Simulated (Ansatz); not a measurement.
`[OH][GaH][Cl]` + H₂O → `[OH][GaH][OH]` + HCl at 700 K and 1 bar (formal hydrolysis of a Ga–Cl bond).

Calculated with Ansatz (gas phase, PBE0-D4/def2-TZVP geometries, no zero-point term in ΔE). CCSD(T)/CBS is the MP2 limit (def2-TZVPP, def2-QZVPP) plus CCSD(T) − MP2 in def2-TZVPP, frozen cores. This one scheme is used for every species. For Ga outer-core shells are correlated without core-valence functions, which leaves a few kJ/mol of doubt a bond. Scalar relativity is left out up to krypton. One conformer a species, not always the lowest.

```json
{"species": "`[OH][GaH][Cl]`", "CCSD(T)/CBS energy (Eh)": "-2460.17745", "H − E (kJ/mol)": "104.4", "S (J/(mol·K))": "367.4"}
{"species": "H₂O", "CCSD(T)/CBS energy (Eh)": "-76.37941", "H − E (kJ/mol)": "80.5", "S (J/(mol·K))": "218.4"}
{"species": "`[OH][GaH][OH]`", "CCSD(T)/CBS energy (Eh)": "-2076.15156", "H − E (kJ/mol)": "141.5", "S (J/(mol·K))": "370.6"}
{"species": "HCl", "CCSD(T)/CBS energy (Eh)": "-460.38127", "H − E (kJ/mol)": "38.4", "S (J/(mol·K))": "211.8"}
```

H − E and S are ideal-gas, rigid-rotor, harmonic terms from PBE0-D4/def2-TZVP, for one conformer and one mirror image of each species. 1 Eh = 2625.50 kJ/mol, R = 8.31446 J/(mol·K).

**Question.** By hand: ΔE, ΔH, ΔS and ΔG.

**Answer.** ΔE = (-2076.15156) + (-460.38127) − (-2460.17745) − (-76.37941) = 0.02403 Eh = 63.1 kJ/mol. Δ(H − E) = 141.5 + 38.4 − 104.4 − 80.5 = -5.0, so ΔH = 58.1 kJ/mol. ΔS = 370.6 + 211.8 − 367.4 − 218.4 = -3.4 J/(mol·K). ΔG = 58.1 − 700 × (-3.4)/1000 = 60.5 kJ/mol.

**Question.** By hand: the equilibrium constant, and the temperature at which ΔG would vanish if ΔH and ΔS stayed fixed.

**Answer.** log₁₀ K = −ΔG/(RT ln 10) = -4.5. ΔH and −TΔS have one sign here, so there is no such temperature. One of them is within its doubt of zero, so this could turn.

The number of gas molecules stays the same, so ΔS is small and ΔH decides. A doubt of 5 kJ/mol in ΔE shifts log₁₀ K by 0.4 here. Other conformers and mirror images would add mixing entropy, several J/(mol·K) or more a flexible species. These are equilibria of isolated gas molecules and say nothing of rates. Largest T1 diagnostic: 0.015 (customary marks: 0.02 for closed shells, 0.045 for open ones).
